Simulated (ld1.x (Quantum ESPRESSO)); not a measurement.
## Varying the TM potential for sulfur

Base potential:

- Element: sulfur (S)
- Generator: ld1.x (Quantum ESPRESSO) 7.5
- Type: norm-conserving Troullier–Martins (Kleinman–Bylander form)
- Functional: PBE
- Relativity: scalar-relativistic
- Frozen core: [He]
- Valence charge: 14
- Reference configuration: 2s2 2p6 3s2 3p4
- Partial waves: 2s (bound): rc 0.60 bohr; 3d channel at 0.5 Ry: rc 0.55 bohr; 2p (bound): rc 0.35 bohr
- Local potential: the p channel
- Core correction: none

Occupied shells without a wave of their own: 3p, 3s. They enter only through the test configuration that unscreens the potential.

All-electron outer shells of the reference configuration (PBE, scalar-relativistic, ld1.x):

```csv
shell,level (eV),outermost node (bohr),outermost maximum (bohr)
1s,-2405.94,–,0.06
2s,-211.71,0.13,0.39
2p,-156.51,–,0.33
3s,-17.26,0.60,1.40
3p,-7.01,0.58,1.61
```

Cutoffs, loose and tight: the cutoffs (Ry, on a coarse ladder) from which the occupation-weighted sum of valence levels, in a spherical-Bessel basis at the reference potential, stays within 10 and 1 mRy of its value at 400 Ry. They do not see the model core or the augmentation charge, which bear on the density cutoff. Test errors are all-electron minus pseudo excitation energies from the reference, over the configurations 2s2 2p6 3s2 3p3; 2s2 2p6 3s2 3p2; 2s2 2p6 3s2 3p1; 2s2 2p6 3s2 3p4.3; 2s2 2p5 3s2 3p4; 2s2 2p6 3s1 3p4; 2s2 2p6 3s2 3p0. A dash means not determined; rows that change the core or the reference have their own tests.

A true bound ghost makes a file unfit for plane-wave use even where its test errors are small: the radial tests pick states by their node count and pass the ghost by.

Cutoffs are not given where the Bessel-basis levels miss the radial ones by over 6 mRy, ghosts where they miss by over 20 mRy; a channel whose overlap is not positive is not tested.

On the changes marked as counting shells twice: ld1.x takes every shell without a wave as core, so the model core holds the marked electrons as well and exchange and correlation see them twice. This cancels in the reference configuration, but the file is broken for other ones, and its errors say nothing about a proper core correction.

```tsv
change	outcome	cutoff, loose	cutoff, tight	bound ghosts	largest test error (meV)
base	generated, misses its reference levels by 0.24 eV	–	–	not determined	-272
all radii scaled by about 1.20 (s 0.72, p 0.42, d 0.66 bohr)	generated, misses its reference levels by 0.39 eV	–	–	not determined	-442
functional revPBE	generated, misses its reference levels by 0.24 eV	–	–	not determined	-269
core [Ne], valence charge 6; reference 3s2 3p2; waves now 3s (bound): rc 1.05 bohr; 3p (bound): rc 1.40 bohr; 3d channel at 0.5 Ry: rc 1.25 bohr; local potential the d channel; core correction Bessel-smoothed model core inside 1.05 bohr	generated	80 Ry	200 Ry	s	+364
wave 2p (bound): rc 0.35 bohr becomes 2p (bound): rc 0.24 bohr	generated, misses its reference levels by 0.31 eV	–	–	not determined	-346
wave 3d channel at 0.5 Ry: rc 0.55 bohr becomes 3d channel at 0.5 Ry: rc 0.84 bohr	generated, misses its reference levels by 0.24 eV	–	–	not determined	-272
local potential the s channel	generated, misses its reference levels by 0.39 eV	–	–	not determined	-850
wave 2s (bound): rc 0.60 bohr becomes 2s (bound): rc 0.88 bohr	generated, misses its reference levels by 0.68 eV	–	–	not determined	-768
core correction a·sin(br)/r model core inside 0.40 bohr (3p, 3s counted twice)	generated, misses its reference levels by 0.24 eV	–	–	not determined	-2473
wave 3d channel at 0.5 Ry: rc 0.55 bohr becomes 3d channel at -0.12 Ry: rc 0.55 bohr	generated, misses its reference levels by 0.24 eV	–	–	not determined	-272
wave 3d channel at 0.5 Ry: rc 0.55 bohr becomes 3d channel at 0.5 Ry: rc 0.50 bohr	generated, misses its reference levels by 0.24 eV	–	–	not determined	-272
core correction a·sin(br)/r model core inside 0.34 bohr (3p, 3s counted twice)	generated, misses its reference levels by 0.24 eV	–	–	not determined	-2473
```
